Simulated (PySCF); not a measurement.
C2H8Ge, SMILES C[CH2][GeH3]. The structure is a stationary point at PBE-D3(BJ)/def2-SVP.

All values below come from PBE-D3(BJ)/def2-SVP (PySCF 2.14.0).

Harmonic wavenumbers (cm⁻¹): 115, 212, 219, 471, 500, 595, 716, 802, 855, 858, 952, 954, 1034, 1196, 1207, 1347, 1389, 1424, 1426, 2065, 2075, 2079, 2962, 2985, 3034, 3043, 3056. Rotational constants (GHz): 22.10, 3.498, 3.269; symmetry number 1.

### Question
Work out the zero-point energy and the ideal-gas rigid-rotor harmonic-oscillator thermochemistry at 298.15 K and 1 atm.

### Answer
ZPE = ½ Σ hcν = ½ × 37571 cm⁻¹ = 53.71 kcal/mol. H − E(el) = 57.91 kcal/mol. Entropy in cal/(mol K): translation 39.86, rotation 24.66, vibration 10.32, total 74.83. G − E(el) = 35.60 kcal/mol. Cp = 21.77 cal/(mol K). Modes under 150 cm⁻¹ make the vibrational entropy uncertain.
